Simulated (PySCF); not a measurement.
Cl3H3OSiSn, SMILES [SiH3][O][Sn]([Cl])([Cl])[Cl].

The structure is a stationary point at PBE-D3(BJ)/def2-SVP. The def2 effective core potentials stand for the cores of Sn; spin–orbit coupling is left out. One conformer was computed; it need not be the lowest.

These are PBE-D3(BJ)/def2-SVP (PySCF) values and carry that method's errors.

Frequencies are harmonic and unscaled.

Computed vibrational spectrum:
```
mode  ν (cm⁻¹)  IR (km/mol)    moving atoms (share of kinetic energy)
----  --------  -----------  ----------------------------------------
1           19          0.2          Si 35 %, Cl 30 %, H 15 %, O 14 %
2           64          0.6                   Cl 49 %, Si 36 %, H 8 %
3           77          0.0                           H 85 %, Cl 13 %
4           94          0.5                           Cl 76 %, H 11 %
5          100          2.6                           Cl 81 %, Sn 9 %
6          115         11.0                          Cl 66 %, Sn 25 %
7          149         15.9                  O 56 %, Cl 24 %, Sn 15 %
8          175         10.6  O 31 %, Si 28 %, Sn 18 %, Cl 14 %, H 8 %
9          343         13.6                                   Cl 91 %
10         385         52.9                          Cl 70 %, Sn 29 %
11         388         53.4                          Cl 70 %, Sn 29 %
12         481         18.9          O 51 %, Si 19 %, Sn 18 %, H 12 %
13         688         40.2                            H 84 %, Si 9 %
14         694         41.6                   H 78 %, O 12 %, Si 10 %
15         886        485.9                           O 72 %, Si 25 %
16         906         58.1                                    H 96 %
17         914         77.4                                    H 96 %
18         953        165.7                                    H 91 %
19        2163         69.3                                    H 98 %
20        2169        117.7                                    H 96 %
21        2193         99.6                                    H 96 %
```
